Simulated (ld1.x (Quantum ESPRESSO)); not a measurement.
Cs (Z = 55), TM: configuration errors across variants

| Property | Result |
| --- | --- |
| Element | Cs |
| Generator | ld1.x (Quantum ESPRESSO) 7.5 |
| Type | norm-conserving Troullier–Martins (Kleinman–Bylander form) |
| Functional | LDA (PZ) |
| Relativity | fully relativistic |
| Frozen core | [Kr] 4d10 5s2 |
| Valence charge | 7 |
| Reference configuration | 5p6 5d0 6s1 6p0 |
| Partial waves | 6s (bound): rc 4.20 bohr; 5p (bound): rc 2.35 bohr; 5d (bound, empty): rc 4.20 bohr |
| Local potential | all-electron potential smoothed inside 1.95 bohr (lloc = -2) |
| Core correction | Bessel-smoothed model core inside 1.25 bohr |

Open shells are filled in proportion to 2j + 1 (rel_dist='average').

All-electron excitation energies from the reference (eV): (1) 5p6 5d0 6s0 6p0 3.999; (2) 5p6 5d0 6s0.5 6p0 1.555; (3) 5p6 5d0 6s0 6p1 1.472; (4) 5p6 5d1 6s0 6p0 1.721; (5) 5p6 5d0.5 6s0.5 6p0 0.867.

Tests that are not counted but printed errors over 1 eV. “base”: 5p5 5d0 6s1 6p0 (solver errors, printed error -2.3 eV). “wave 5d (bound): rc 4.20 bohr becomes 5d (bound): rc 3.44 bohr”: 5p5 5d0 6s1 6p0 (solver errors, printed error -2.3 eV). “wave 5d (bound): rc 4.20 bohr becomes 5d (bound): rc 4.98 bohr”: 5p5 5d0 6s1 6p0 (solver errors, printed error -2.3 eV). “wave 5d (bound): rc 4.20 bohr becomes 5d (bound): rc 5.46 bohr”: 5p5 5d0 6s1 6p0 (solver errors, printed error -2.3 eV).

A true bound ghost makes a file unfit for plane-wave use even where its test errors are small: the radial tests pick states by their node count and pass the ghost by. Where a test does run into it, the solver fails or the error is huge.

Errors AE − PS in meV (a dash: test not solved or not reliable):

| change | (1) | (2) | (3) | (4) | (5) | bound ghosts |
| --- | --- | --- | --- | --- | --- | --- |
| base | -1.2 | +0.2 | +3.6 | -3.0 | -0.8 | s |
| wave 5d (bound): rc 4.20 bohr becomes 5d (bound): rc 3.44 bohr | -1.2 | +0.2 | +3.6 | -3.7 | -1.0 | s |
| wave 5d (bound): rc 4.20 bohr becomes 5d (bound): rc 4.16 bohr | -1.2 | +0.2 | +3.6 | -3.1 | -0.9 | s |
| wave 5d (bound): rc 4.20 bohr becomes 5d (bound): rc 4.98 bohr | -1.2 | +0.2 | +3.6 | -1.3 | -0.4 | s |
| wave 5d (bound): rc 4.20 bohr becomes 5d (bound): rc 5.46 bohr | -1.2 | +0.2 | +3.6 | -0.3 | -0.1 | s |
| wave 5d (bound): rc 4.20 bohr becomes 5d (bound): rc 6.28 bohr | -1.2 | +0.2 | +3.6 | +1.2 | +0.4 | s |

Problem. Give the same row for: wave 5d (bound): rc 4.20 bohr becomes 5d (bound): rc 2.70 bohr.

Solution. -1.2, +0.2, +3.6, -3.7, -1.0; bound ghosts: s. Not counted: 5p5 5d0 6s1 6p0 (solver errors, printed error -2.3 eV).
